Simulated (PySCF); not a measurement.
Below is a simulated gas-phase Cl 2p photoelectron spectrum of GeCl(SiH3)3 (`[SiH3][Ge]([SiH3])([SiH3])[Cl]`).

Every computed line was given a Gaussian of 0.6 eV full width at half maximum and an area set by the number of equivalent atoms (split 2:1 within a doublet); the highest printed point is 100. Theory: PySCF 2.14.0, delta-SCF UKS SCAN, pcX-2 on the ionised atom, pcseg-1 elsewhere, spin-free X2C.

binding energy (eV), intensity and a bar:
```
    204.1          1 
    204.2          2 
    204.3          5 #
    204.4         12 ####
    204.5         25 ########
    204.6         45 #############
    204.7         68 ####################
    204.8         89 ###########################
    204.9        100 ##############################
    205.0         96 #############################
    205.1         79 ########################
    205.2         56 #################
    205.3         34 ##########
    205.4         17 #####
    205.5          8 ##
    205.6          3 #
    205.7          1 
    205.8          1 
    205.9          2 
    206.0          4 #
    206.1          9 ###
    206.2         17 #####
    206.3         28 ########
    206.4         39 ############
    206.5         48 ##############
    206.6         50 ###############
    206.7         45 #############
    206.8         34 ##########
    206.9         23 #######
    207.0         13 ####
    207.1          6 ##
    207.2          3 #
    207.3          1 
    207.4          0
```

**Question.** Count the maxima, the lines and the sites behind this envelope.

**Answer.** The curve has 2 maxima (at 204.9 and 206.6 eV). Under it lie 2 lines from 1 inequivalent chlorine site, drawn as a 2p3/2, 2p1/2 pair.

**Question.** Decompose the envelope and assign each component. Bonds: Ge1–Cl2, Ge1–Si3, Ge1–Si7, Ge1–Si11. Hydrogens: H4, H5, H6 on Si3; H8, H9, H10 on Si7; H12, H13, H14 on Si11.

**Answer.** 
| position (eV) | relative area | line | atoms | environment |
| --- | --- | --- | --- | --- |
| 204.92 | 0.67 | Cl 2p3/2 | Cl2 | chlorine bonded to Ge |
| 206.58 | 0.33 | Cl 2p1/2 | Cl2 | chlorine bonded to Ge |

**Question.** What are the centre and the root-mean-square width of the whole band?

**Answer.** The area-weighted mean of the lines is 205.47 eV. Their own spread about it is 0.78 eV (rms) and each Gaussian has σ = 0.6/2.355 = 0.25 eV; the variances add, which gives 0.82 eV.

The curve has no shake-up lines and no vibrational structure. Spin–orbit and ligand-field terms were added within each 2p shell after the spin-free SCF. 2p1/2 minus 2p3/2 (ligand field included): Cl 1.65 eV. Isolated species at its PBE0-D3(BJ)/def2-SVP geometry, gas phase.

On an AMD EPYC with one thread, shared host with 64 logical CPUs at a one-minute load of 52, this took 68 s wall, 53 s CPU and 0.60 GiB of memory at its peak.
